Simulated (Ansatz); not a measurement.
| atom | x (Å) | y (Å) | z (Å) |
| --- | --- | --- | --- |
| C | 0.0000 | 0.0000 | -0.6043 |
| C | 0.0000 | 0.0000 | 1.8128 |
| H | 0.0000 | 0.0000 | -1.6792 |
| H | 0.0000 | 0.0000 | 2.8878 |

Basis set: pcseg-2 (spherical functions). Charge 0, multiplicity 1.

Computed with Ansatz (development build ahead of 0.2.0); each method stands on the lowest determinant of its kind that the runs found.

(1) Give the atomization energy at this shape (free ground-state atoms in the same class of orbitals less the molecule, no zero-point energy) of singlet C2H2 by ωB97X (unrestricted), r²SCAN (unrestricted), PBE0 (unrestricted), PBE (unrestricted).

## Answers

(1)

```csv
method,atomization energy
ωB97X (unrestricted),155.36 kcal/mol
r²SCAN (unrestricted),172.05 kcal/mol
PBE0 (unrestricted),160.94 kcal/mol
PBE (unrestricted),166.67 kcal/mol
```

Caution: the shape is not the minimum; the unrestricted determinant is a mixture of spin states.
